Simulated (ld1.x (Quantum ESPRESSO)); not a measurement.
antimony (Sb): PAW pseudisation with PBE, fully relativistic reference atom.

| Property | Result |
| --- | --- |
| Element | antimony (Sb) |
| Generator | ld1.x (Quantum ESPRESSO) 7.5 |
| Type | PAW |
| Functional | PBE |
| Relativity | fully relativistic |
| Frozen core | [Kr] 4d10 |
| Valence charge | 5 |
| Reference configuration | 5s2 5p3 |
| Partial waves | 5s (bound): rcut 1.30, rcutus 1.70 bohr; 5s channel at 1.6 Ry: rcut 1.30, rcutus 1.70 bohr; 5p (bound): rcut 1.65, rcutus 1.95 bohr; 5p channel at 2 Ry: rcut 1.65, rcutus 1.95 bohr; 5d channel at 0.05 Ry: rcut 1.50, rcutus 1.60 bohr |
| Local potential | all-electron potential smoothed inside 1.85 bohr (lloc = -2) |
| Core correction | Bessel-smoothed model core, default radius (core density twice the valence density) |
| Augmentation charge | PSQ, inside the norm-conserving radii |

Open shells are filled in proportion to 2j + 1 (rel_dist='average').

All-electron outer shells of the reference configuration (PBE, scalar-relativistic, ld1.x):

```
shell  level (eV)  outermost node (bohr)  outermost maximum (bohr)
   4p     -101.79                   0.39                      0.76
   4d      -33.51                   0.38                      0.84
   5s      -12.83                   0.95                      1.90
   5p       -4.83                   1.04                      2.35
```

Task: Does this generation succeed?

Result: No. ld1.x (Quantum ESPRESSO) 7.5 stopped with "new_paw_hamiltonian: negative rho": the spherical valence density built from the smooth waves and the augmentation charge turned negative at some radius.
